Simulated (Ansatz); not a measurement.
The same path of C2H5ClO2Si (11 atoms, charge 0, multiplicity 1) was run twice with different band settings. Lost on the way: Si5–H10. Made: O4–H10.

All numbers below come from Ansatz 0.2.0, RKS PBE/6-31G*.

Relaxed end points:

```xyz
11
Properties=species:S:1:pos:R:3
Cl -2.195 -0.635 1.417
C -1.105 -0.150 0.036
C 0.090 -1.140 -0.053
O 1.204 -0.428 -0.617
Si 1.047 1.182 -0.151
O -0.609 1.151 0.225
H -1.757 -0.179 -0.853
H 0.338 -1.513 0.959
H -0.152 -1.998 -0.702
H 1.362 2.087 -1.298
H 1.844 1.567 1.058
```

```xyz
11
Properties=species:S:1:pos:R:3
Cl -2.278 -0.954 1.070
C -1.010 -0.012 0.160
C 0.146 -0.971 -0.181
O 1.254 -0.151 -0.667
Si 0.732 1.913 0.047
O -0.485 0.999 0.932
H -1.520 0.350 -0.759
H 0.506 -1.451 0.739
H -0.120 -1.730 -0.934
H 1.133 -0.013 -1.632
H 1.707 1.962 1.246
```

Common settings: movable images 9; climbing image yes; optimiser quadratic models (default); start path through a guess of the saddle point; force threshold 0.03 eV/Å; iteration limit 60; end points relaxed.

| run | spring |
| --- | --- |
| 1 | 5.0 eV/Å² |
| 2 | 2.0 to 10.0 eV/Å², energy-weighted |

(1) What does each run give, and how far can it be trusted?

## Answers

(1) Run 1: converged after 12 iterations, highest image 2.871 eV above the first end. A vibrational analysis at the climbing image gives one clearly imaginary mode, 1288i cm⁻¹: a first-order saddle point.
Run 2: converged after 10 iterations, highest image 2.871 eV above the first end. Neighbouring images differ by up to 1.5 eV, so the band resolves the path poorly. Another band between the same ends (9 images) ends at a top of the same energy, where a vibrational analysis finds 1 clearly imaginary mode.
The orbitals stay closed-shell, which can raise the energy where a bond breaks towards radicals; this wasn't checked here.
